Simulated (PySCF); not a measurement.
An unknown shows these calculated signals:

$^{1}$H NMR (300 MHz, computed): δ 7.57 (d, 2H), 6.91 (d, 2H), 5.43 (m, 1H), 5.32 (m, 1H), 4.24 (br s, 1H), 2.22 (s, 3H).

$^{13}$C{$^{1}$H} NMR (computed): δ 163.4 (C), 153.0 (C), 140.1 (C), 132.8 (CH), 118.4 (CH), 117.1 (CH2), 25.0 (CH3).

One conformer, averaged over atoms made equivalent by symmetry, fast rotation or ring inversion, no relativistic terms, gas phase. Coordinates at the GFN2-xTB level; σ from GIAO-PBE0/pcSseg-1; PySCF 2.14.0 with density-fitted response routines.

Referencing at the same level of theory: $^{1}$H (31.72 ppm), $^{13}$C (186.93 ppm) vs TMS.

Problem. Which of these does the molecule contain: a non-aromatic C=C double bond, a CH3CH2 unit, a C≡C triple bond, an OH group, a benzene ring, a ketone?

Solution. 
- A non-aromatic C=C double bond: yes.
- A CH3CH2 unit: no.
- A C≡C triple bond: no.
- An OH group: yes (δH 4.24 (br s)).
- A benzene ring: yes.
- A ketone: no.

The data belong to 4-isopropenylphenol (SMILES c1c(C(=C)C)ccc(O)c1); they needn't prove each group on their own.

Carbon signals by region: 1 in the far downfield region (above 160 ppm), 5 in the sp2 and nitrile region (100–160 ppm), 1 below 50 ppm. Above 160 ppm: 163.4, aromatic carbon bearing oxygen.

OH and NH positions are those of a molecule without intermolecular hydrogen bonds; in solution they move with solvent, concentration and temperature, and exchange usually removes their couplings. Shifts are as computed. Against solution values, carbons near 30 ppm lie about +3 ppm off and those near 130 ppm about +5 ppm. Of 1211 compounds with measured shifts, 218 miss one by over three times the rms of a fit or turn the order of signals round; such compounds aren't used in these exercises. No couplings were computed; multiplicities are counted from neighbouring protons, with m where these are inequivalent, close in shift, in a saturated or five-membered ring or joined by F or P, and br s for small geminal =CH2 splittings.
